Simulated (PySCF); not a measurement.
ZnI, SMILES [Zn][I] (connectivity only; charge and spin as stated), neutral, multiplicity 2.

Geometry: B3LYP-D3(BJ)/def2-TZVP. The spin state was assumed, not searched. The def2 effective core potentials stand for the cores of I; spin–orbit coupling is left out.

Two levels are set side by side: PBE/def2-TZVPD (PySCF) and ωB97X/def2-TZVPD (PySCF). Same geometry, gas phase. Differences are taken from unrounded values.

```
quantity                     ωB97X   PBE  PBE minus ωB97X
---------------------------  -----  ----  ---------------
α-spin orbital gap (eV)       8.78  3.70            -5.08
β-spin orbital gap (eV)       7.41  1.82            -5.59
dipole moment (D)             2.52  2.17            -0.35
mean polarisability (bohr³)   75.6  75.6              0.0
```

Rough cost on one machine, each run with all the roots and properties that it gave: ωB97X against PBE about 1/2.
